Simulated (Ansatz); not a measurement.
Harmonic frequencies (cm⁻¹) at PBE0-D4/def2-TZVP from Ansatz: 65, 113, 148, 258, 328, 356, 379, 491, 575, 697, 835, 871, 1073, 1918, 2267.

Question: Which molecule is it?
A. `F[Si@H]1[O][Sn@H]1[Cl]`
B. `N=C(N)Cl`
C. `[OH][AlH][AlH2]`
D. `OP(O)[SeH]`

Answer: A.
